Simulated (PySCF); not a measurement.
PySCF input (M06-2X/def2-TZVPD):

```python
from pyscf import gto, scf, dft

mol = gto.M(
    atom='''
    B     0.00000000    0.00000000    0.00000000
    O    -0.00000000   -0.00000000   -1.26121028
    O     0.00000000    0.00000000    1.26121028
    ''',
    basis='def2-tzvpd',
    charge=0,
    spin=1,
    symmetry='D2h',
    verbose=4,
)

mf = dft.UKS(mol, xc='m062x').density_fit(auxbasis='def2-universal-jkfit')
mf.grids.level = 4
mf.conv_tol = 1e-9
mf.max_cycle = 100
mf.max_memory = 1500
mf.kernel()
if not mf.converged:
    mf = mf.newton()
    mf.kernel(mf.make_rdm1())
mf.analyze()
```

End of the output:

```
Extra cycle  E= -175.3026243788  delta_E= -2.56e-12  |g|= 6.84e-07  |ddm|= 4.48e-06
converged SCF energy = -175.3026243788  <S^2> = 0.79321375  2S+1 = 2.0427567
**** SCF Summaries ****
Total Energy =                        -175.302624378800402
Nuclear Repulsion Energy =              46.992835820399442
One-electron Energy =                 -332.695899846625082
Two-electron Energy =                  110.400439647425245
Two-electron Coulomb Energy =          131.526265270400899
DFT Exchange-Correlation Energy =      -21.125825622975654
HOMO-LUMO gap [eV] =                     5.809386043021727
Wave-function symmetry = B3g
alpha occupancy for each irrep:     Ag  B1g  B2g  B3g   Au  B1u  B2u  B3u
                                     4    0    1    1    0    3    1    1
beta  occupancy for each irrep:     Ag  B1g  B2g  B3g   Au  B1u  B2u  B3u
                                     4    0    1    0    0    3    1    1
**** MO energy ****
alpha MO #1 (B1u #1), energy= -19.7148480889271 occ= 1
alpha MO #2 (Ag #1), energy= -19.7148348016369 occ= 1
alpha MO #3 (Ag #2), energy= -7.13119469735761 occ= 1
alpha MO #4 (Ag #3), energy= -1.18716752406734 occ= 1
alpha MO #5 (B1u #2), energy= -1.18467429618254 occ= 1
alpha MO #6 (Ag #4), energy= -0.589065482927793 occ= 1
alpha MO #7 (B1u #3), energy= -0.572070697650375 occ= 1
alpha MO #8 (B2u #1), energy= -0.562117545849964 occ= 1
alpha MO #9 (B3u #1), energy= -0.533582577819033 occ= 1
alpha MO #10 (B3g #1), energy= -0.497148152244216 occ= 1
alpha MO #11 (B2g #1), energy= -0.460594215751876 occ= 1
alpha MO #12 (Ag #5), energy= -0.0102458198438597 occ= 0
alpha MO #13 (B1u #4), energy= 0.0474573371820242 occ= 0
alpha MO #14 (B2u #2), energy= 0.0498497543748666 occ= 0
alpha MO #15 (B3u #2), energy= 0.0547354449376701 occ= 0
alpha MO #16 (Ag #6), energy= 0.0789416759690091 occ= 0
alpha MO #17 (B3g #2), energy= 0.0906469787998707 occ= 0
alpha MO #18 (B2g #2), energy= 0.0923649114785907 occ= 0
alpha MO #19 (B2u #3), energy= 0.10152051965238 occ= 0
alpha MO #20 (Ag #7), energy= 0.107938382120307 occ= 0
alpha MO #21 (B3u #3), energy= 0.10802967261144 occ= 0
alpha MO #22 (B1g #1), energy= 0.119957928732602 occ= 0
alpha MO #23 (Ag #8), energy= 0.120362967473169 occ= 0
alpha MO #24 (B1u #5), energy= 0.190483546326689 occ= 0
alpha MO #25 (Ag #9), energy= 0.246917418633934 occ= 0
alpha MO #26 (B2u #4), energy= 0.256259529545784 occ= 0
alpha MO #27 (B3u #4), energy= 0.261640917991074 occ= 0
alpha MO #28 (B3g #3), energy= 0.276707043018204 occ= 0
alpha MO #29 (B1u #6), energy= 0.276829140641176 occ= 0
alpha MO #30 (B2g #3), energy= 0.279624356798751 occ= 0
alpha MO #31 (Ag #10), energy= 0.280456261543218 occ= 0
alpha MO #32 (Ag #11), energy= 0.37259973157234 occ= 0
alpha MO #33 (Au #1), energy= 0.425964972446435 occ= 0
alpha MO #34 (B1u #7), energy= 0.426040779929785 occ= 0
alpha MO #35 (B1g #2), energy= 0.439523071987418 occ= 0
alpha MO #36 (Ag #12), energy= 0.439560335954486 occ= 0
alpha MO #37 (B1u #8), energy= 0.49980880918455 occ= 0
alpha MO #38 (B2u #5), energy= 0.501368656678023 occ= 0
alpha MO #39 (B3u #5), energy= 0.505220019049862 occ= 0
alpha MO #40 (B3g #4), energy= 0.510633258452816 occ= 0
alpha MO #41 (B2g #4), energy= 0.511355691228851 occ= 0
alpha MO #42 (Ag #13), energy= 0.586370661455419 occ= 0
alpha MO #43 (Ag #14), energy= 0.669859661016243 occ= 0
alpha MO #44 (B1g #3), energy= 0.66992198521584 occ= 0
alpha MO #45 (Ag #15), energy= 0.742911367708288 occ= 0
alpha MO #46 (B1u #9), energy= 0.754288474163019 occ= 0
alpha MO #47 (B3g #5), energy= 0.756492499874166 occ= 0
alpha MO #48 (B2g #5), energy= 0.770381026690903 occ= 0
alpha MO #49 (B2u #6), energy= 0.793306369613053 occ= 0
alpha MO #50 (B3u #6), energy= 0.799391719139279 occ= 0
alpha MO #51 (B1u #10), energy= 0.887816688695857 occ= 0
alpha MO #52 (Ag #16), energy= 0.961193310186896 occ= 0
alpha MO #53 (B3g #6), energy= 0.994042323822382 occ= 0
alpha MO #54 (B2g #6), energy= 1.00221194088432 occ= 0
alpha MO #55 (B1u #11), energy= 1.01027989479601 occ= 0
alpha MO #56 (B2u #7), energy= 1.12056862079094 occ= 0
alpha MO #57 (B3u #7), energy= 1.12409283019335 occ= 0
alpha MO #58 (Ag #17), energy= 1.25211957725877 occ= 0
alpha MO #59 (B1u #12), energy= 1.40555886495502 occ= 0
alpha MO #60 (Au #2), energy= 1.51630534812921 occ= 0
alpha MO #61 (B1u #13), energy= 1.51645629129445 occ= 0
alpha MO #62 (Ag #18), energy= 1.6011391880231 occ= 0
alpha MO #63 (B3u #8), energy= 1.67907990672648 occ= 0
alpha MO #64 (B2u #8), energy= 1.67910218684352 occ= 0
alpha MO #65 (B1g #4), energy= 1.68055815091669 occ= 0
alpha MO #66 (Ag #19), energy= 1.68063230841048 occ= 0
alpha MO #67 (B2u #9), energy= 1.85654436009685 occ= 0
alpha MO #68 (B3u #9), energy= 1.87229996388959 occ= 0
alpha MO #69 (B3g #7), energy= 1.97807727838639 occ= 0
alpha MO #70 (B2g #7), energy= 1.98746484471455 occ= 0
alpha MO #71 (Ag #20), energy= 1.9990941381368 occ= 0
alpha MO #72 (B1g #5), energy= 1.99941833169396 occ= 0
alpha MO #73 (B1u #14), energy= 2.15541542675768 occ= 0
alpha MO #74 (Au #3), energy= 2.21947683022773 occ= 0
alpha MO #75 (B1u #15), energy= 2.21954262265205 occ= 0
alpha MO #76 (Ag #21), energy= 2.25128765536861 occ= 0
alpha MO #77 (B3g #8), energy= 2.44388882435096 occ= 0
alpha MO #78 (B2g #8), energy= 2.45960021018448 occ= 0
alpha MO #79 (B1u #16), energy= 2.55044716151111 occ= 0
alpha MO #80 (B2u #10), energy= 2.62916185977034 occ= 0
alpha MO #81 (B3u #10), energy= 2.65096872592242 occ= 0
alpha MO #82 (Ag #22), energy= 2.91415940038945 occ= 0
alpha MO #83 (B3g #9), energy= 3.05950548991227 occ= 0
alpha MO #84 (B2g #9), energy= 3.08357924516167 occ= 0
alpha MO #85 (B2u #11), energy= 3.24365333737739 occ= 0
alpha MO #86 (B3u #11), energy= 3.2639384025694 occ= 0
alpha MO #87 (Ag #23), energy= 3.43429092247037 occ= 0
alpha MO #88 (B1u #17), energy= 3.43718297961941 occ= 0
alpha MO #89 (B1u #18), energy= 4.12762656241921 occ= 0
alpha MO #90 (Ag #24), energy= 4.25645746788405 occ= 0
alpha MO #91 (B3g #10), energy= 5.07575262528329 occ= 0
alpha MO #92 (B2g #10), energy= 5.07581946486888 occ= 0
alpha MO #93 (B2u #12), energy= 5.12232890054479 occ= 0
alpha MO #94 (B3u #12), energy= 5.12239565033741 occ= 0
alpha MO #95 (B1g #6), energy= 5.16868214644923 occ= 0
alpha MO #96 (Ag #25), energy= 5.16906712438146 occ= 0
alpha MO #97 (B1u #19), energy= 5.5116443872084 occ= 0
alpha MO #98 (Au #4), energy= 5.51212886711254 occ= 0
alpha MO #99 (B2u #13), energy= 5.68579971166775 occ= 0
alpha MO #100 (B3u #13), energy= 5.71117394324 occ= 0
alpha MO #101 (B1u #20), energy= 5.7787991414196 occ= 0
alpha MO #102 (B3g #11), energy= 5.78511110034925 occ= 0
[...]
```

It need not be the lowest isomer of its formula.
